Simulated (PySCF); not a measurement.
**C₆ coefficients of unlike pairs at PBE0**

Calculated with PySCF 2.14 from the dipole response of each species, C₆(A,B) = (3/π) ∫ α_A(iu) α_B(iu) du, in atomic units, from isotropic polarisabilities. For ions this is the dispersion term alone; charge-induced terms of lower order in 1/R come first.

| species | configuration | basis | relativity | α (bohr³) | C₆ (like pair) |
| --- | --- | --- | --- | --- | --- |
| Tc³⁺ | [Kr] 4d4 (5D) | aug-cc-pVTZ-PP with one added diffuse shell each of s, p, d, f, g type with ECP28MDF (7s7p6d4f3g) | core potential | 5.405 | 24.42 |
| O | [He] 2s2 2p4 (3P) | aug-cc-pVTZ (5s4p3d2f) | none | 5.128 | 15.54 |
| Cr³⁺ | [Ar] 3d3 (4F) | aug-cc-pwCVTZ-DK (10s9p7d4f3g) | spin-free X2C | 2.123 | 5.384 |
| Tl³⁺ | [Xe] 4f14 5d10 (1S) | aug-cc-pwCVTZ-DK3 with one added diffuse shell each of s, d, f type (12s10p9d6f1g) | spin-free X2C | 5.237 | 30.11 |

Task: Estimate C₆ for Tl³⁺ with Tc³⁺.

Result: The integral gives 26.92. The combination rule 2 C_A C_B / (C_A α_B/α_A + C_B α_A/α_B) gives 26.86 and the geometric mean 27.11.

No spin-orbit coupling is included.

The other pairs:

| pair | C₆ |
| --- | --- |
| Cr³⁺, Tc³⁺ | 11.29 |
| Cr³⁺, O | 8.656 |
| Tl³⁺, O | 20.79 |
| Tl³⁺, Cr³⁺ | 12.71 |
| O, Tc³⁺ | 19.21 |
